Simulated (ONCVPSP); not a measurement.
An all-electron radial function and its pseudo partner (tantalum)

Columns: radius, all-electron u(r) and pseudo u(r) of the 5s shell (level -73.00 eV) of tantalum in the configuration [Kr] 4d10 4f14 5s2 5p6 5d3 6s2; PBE, scalar-relativistic, ONCV scheme, ONCVPSP 4.0.1.

```
r (bohr)  all-electron  pseudo
   0.130        0.3606  0.1533
   0.260       -0.2204  0.3155
   0.390       -0.5925  0.4886
   0.520       -0.1121  0.6636
   0.650        0.5042  0.8225
   0.780        0.9218  0.9437
   0.910        1.1076  1.0102
   1.040        1.1237  1.0147
   1.170        1.0400  0.9620
   1.300        0.9093  0.8664
   1.430        0.7652  0.7468
   1.560        0.6270  0.6211
   1.690        0.5039  0.5026
   1.820        0.3991  0.3989
   1.950        0.3127  0.3126
   2.080        0.2429  0.2428
   2.210        0.1874  0.1874
   2.340        0.1439  0.1438
   2.470        0.1100  0.1099
   2.600        0.0838  0.0838
   2.730        0.0636  0.0636
   2.860        0.0482  0.0482
   2.990        0.0364  0.0364
   3.120        0.0275  0.0275
   3.250        0.0207  0.0207
   3.380        0.0156  0.0156
```

**Question.** How many radial nodes do the two functions have?

**Answer.** The all-electron 5s function has n − l − 1 = 4 (the table is too coarse to show those close to the nucleus); the pseudo-wave has 0, since the states of the same l below it are removed with the core.

**Question.** At about which radius was the pseudo-wave matched?

**Answer.** 1.95 bohr, where the columns begin to agree (steps of 0.13 bohr).

**Question.** Where does each function peak?

**Answer.** Outermost all-electron maximum near 1.04 bohr, pseudo maximum near 1.04 bohr (to the table’s step).

**Question.** Is the pseudo-wave norm-conserving?

**Answer.** Yes: the ONCV scheme keeps the norm inside the radius equal to the all-electron one, which fixes the energy derivative of the logarithmic derivative at the level.
